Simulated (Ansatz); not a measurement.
Total energies of the cluster Re2O2⁺ from Ansatz at PBE-D4/def2-TZVP, gas phase (1 Eh = 27.2114 eV = 2625.5 kJ/mol). The reference geometry is relaxed at PBE0-D4/def2-TZVP.

```xyz
4

Re   -0.901    0.603    0.414
Re    0.380   -0.978   -0.521
O     0.967   -0.275   -1.901
O    -0.446    0.650    2.008
```

```csv
state,geometry,energy (Eh)
charge 1 doublet,reference,-306.76111
charge 0 triplet,reference,-307.03182
charge 1 quartet,relaxed at PBE0-D4/def2-TZVP,-306.73934
```

In the def2 sets Re takes a core potential; there is no spin–orbit coupling.

Work out the vertical electron affinity, to the triplet.

E(charge 1 doublet) − E(charge 0 triplet) = -306.76111 − (-307.03182) = 0.27071 Eh = 7.37 eV.

Which of the charge 1 states is lowest, and how far above it are the others?

The doublet. quartet: -306.73934 − (-306.76111) = 0.02177 Eh = 57.2 kJ/mol.

The structure comes from a short search, and lower isomers may exist.
